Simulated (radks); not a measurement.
Problem. Coherent X-ray form factor from a spherical all-electron density. All-electron calculation, Dirac Kohn-Sham, BLYP, spin-unpolarised, spherical densities, finite nucleus; Fermi nuclear charge, rms radius of each element as measured or else 0.836 A^(1/3) + 0.57 fm. Program: a radial shooting solver on a logarithmic mesh with Libxc functionals.

sin(theta)/lambda (1/angstrom)  f0 (electrons)
0.05                                    74.439
0.1                                     72.825
0.15                                    70.345
0.2                                     67.256
0.25                                    63.827
0.3                                     60.294
0.4                                     53.553
0.5                                     47.721
0.6                                     42.838
0.8                                     35.113
1                                       29.082
1.25                                    23.312
1.5                                     19.326
2                                       14.958

The species is in the configuration that NIST lists as its ground one. Which atom or ion scatters so?

Solution. The mercury ion Hg5+, [Xe] 4f14 5d(3/2: 4, 5/2: 3). Extrapolating in s^2 from the first two rows gives f0(0) = 75.0, near the electron count 75; among species with that count, the fall with angle is slower the higher Z, and the table is that of Z = 80; from so few rows the species is fixed only to a neighbour or two.
